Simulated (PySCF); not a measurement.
N(2+): excitation energy

N(2+) [He] 2s2 2p1 (2P) → N(2+) [He] 2s1 2p1 3d1 (high-spin determinant), as a difference of total energies. Computed with PySCF 2.14 in x2c-TZVPPall with one added diffuse shell each of s, p, d type (6s4p3d1f, 40 functions), with scalar relativity by spin-free X2C-1e. Correlated levels: valence: 1s2 frozen; valence and next inner shell: nothing frozen. The calculations carry no spin-orbit coupling.

| method | excitation energy (eV) |
| --- | --- |
| UHF | 39.263 |
| LDA | 39.765 |
| PBE | 39.637 |
| PBE0 | 39.860 |
| r2SCAN | 39.601 |
| TPSSh | 40.037 |
| B3LYP | 40.201 |
| revPBE | 39.610 |
| wB97X | 39.765 |
| MP2 (valence) | 40.577 |
| SCS-MP2 (valence) | 40.931 |
| MP2 (valence and next inner shell) | 40.589 |
| SCS-MP2 (valence and next inner shell) | 40.942 |

Q: How much does correlation contribute at MP2 (valence and next inner shell)?

A: 40.589 − (39.263) = 1.326 eV, measured against UHF.

The promoted electron is Rydberg-like, and one or two diffuse shells describe it only roughly, which tends to raise the upper state.

The determinant of the upper state mixes LS terms, which raises its energy above the lowest term, most at the Hartree-Fock and MP2 levels.
